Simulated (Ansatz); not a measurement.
`O[Si](F)(Cl)Br` + NH₃ → `N[Si](O)(F)Cl` + HBr at 500 K and 1 bar (ligand exchange at the Si–Br bond).

Calculated with Ansatz (gas phase, PBE0-D4/def2-TZVP geometries, no zero-point term in ΔE). CCSD(T)/CBS adds triple-zeta CCSD(T) − MP2 to the extrapolated MP2 energy (def2 sets, frozen cores). This one scheme is used for every species. For Br outer-core shells are correlated without core-valence functions, which leaves a few kJ/mol of doubt a bond. Scalar relativity is left out up to krypton. One conformer a species, not always the lowest.

| species | CCSD(T)/CBS energy (Eh) | H − E (kJ/mol) | S (J/(mol·K)) |
| --- | --- | --- | --- |
| `O[Si](F)(Cl)Br` | -3497.97222 | 94.5 | 406.4 |
| NH₃ | -56.50880 | 108.2 | 211.8 |
| `N[Si](O)(F)Cl` | -980.55564 | 165.1 | 399.2 |
| HBr | -2573.91920 | 30.5 | 213.7 |

H − E and S are ideal-gas, rigid-rotor, harmonic terms from PBE0-D4/def2-TZVP, for one conformer and one mirror image of each species. 1 Eh = 2625.50 kJ/mol, R = 8.31446 J/(mol·K).

Problem. By hand: ΔE, ΔH, ΔS and ΔG.

Solution. ΔE = (-980.55564) + (-2573.91920) − (-3497.97222) − (-56.50880) = 0.00618 Eh = 16.2 kJ/mol. Δ(H − E) = 165.1 + 30.5 − 94.5 − 108.2 = -7.1, so ΔH = 9.1 kJ/mol. ΔS = 399.2 + 213.7 − 406.4 − 211.8 = -5.3 J/(mol·K). ΔG = 9.1 − 500 × (-5.3)/1000 = 11.8 kJ/mol.

Problem. By hand: the equilibrium constant, and the temperature at which ΔG would vanish if ΔH and ΔS stayed fixed.

Solution. log₁₀ K = −ΔG/(RT ln 10) = -1.2. ΔH and −TΔS have one sign here, so there is no such temperature.

The number of gas molecules stays the same, so ΔS is small and ΔH decides. A doubt of 5 kJ/mol in ΔE shifts log₁₀ K by 0.5 here. Other conformers and mirror images would add mixing entropy, several J/(mol·K) or more a flexible species. These are equilibria of isolated gas molecules and say nothing of rates. Largest T1 diagnostic: 0.010 (customary marks: 0.02 for closed shells, 0.045 for open ones).

ΔS is within the doubt of such terms, so its sign, and with it that verdict, could turn.
